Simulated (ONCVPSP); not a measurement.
What one change does to a pseudopotential (Ba (Z = 56), ONCV)

```
Element                 : barium
Generator               : ONCVPSP 4.0.1
Type                    : optimised norm-conserving Vanderbilt (ONCV)
Functional              : PBE
Relativity              : scalar-relativistic
Frozen core             : [Kr] 4d10
Valence charge          : 10
Reference configuration : 5s2 5p6 6s2
Partial waves           : 5s+6s: rc 2.70 bohr, ncon 3, nbas 7, qcut 5.3 1/bohr, 2 projectors; 5p: rc 2.05 bohr, ncon 4, nbas 7, qcut 4.4 1/bohr, 2 projectors, debl 2 Ha; d scattering state at 0.25 Ha: rc 2.45 bohr, ncon 4, nbas 8, qcut 3.4 1/bohr, 1 projector
Local potential         : polynomial inside 1.80 bohr (lpopt 5, dvloc0 6 Ha)
Core correction         : none
```

In the d channel the program set the typed energies aside and used 0.050 Ha.

Change: p: qcut 2.8.

Cutoffs: the cutoffs (Ha) at which the residual kinetic energy of the hardest occupied pseudo-wave falls to 1 and 0.1 mHa per electron; they do not see the model core or the augmentation charge, which bear on the density cutoff. Errors are all-electron minus pseudo energies relative to the spin-unpolarised reference configuration.

**Question.** What does the change do?

**Answer.** The potential gets harder (10 Ha and 31 Ha → 27 Ha and 35 Ha); the errors of the 4 common tests hardly move; neither file shows a bound ghost.

| quantity | base | changed |
| --- | --- | --- |
| cutoff, loose | 10 Ha | 27 Ha |
| cutoff, tight | 31 Ha | 35 Ha |
| loose cutoff by channel | s 8.3 Ha, p 10 Ha | s 8.3 Ha, p 27 Ha |
| bound ghosts | none | none |
| GHOST(+) flags under 300 eV | none | none |
| error for 5s2 5p6 6s1, meV [ΔE 5.36 eV] | -0.6 | -0.6 |
| error for 5s2 5p6 6s0, meV [ΔE 15.34 eV] | -1.7 | -1.8 |
| error for 5s2 5p6 6s1.5, meV [ΔE 2.14 eV] | -0.2 | -0.2 |
| error for 5s1 5p6 6s2, meV [ΔE 38.80 eV] | -81 | -77 |
| s: phases at 2.74 bohr within 0.05 rad from the reference energy up to (Ha; the scan ends near 5) | 3.2 | 3.2 |
| p: phases at 2.08 bohr within 0.05 rad from the reference energy up to (Ha; the scan ends near 5) | 3.1 | 3.1 |
| d: phases at 2.49 bohr within 0.05 rad from the reference energy up to (Ha; the scan ends near 5) | 1.8 | 1.8 |
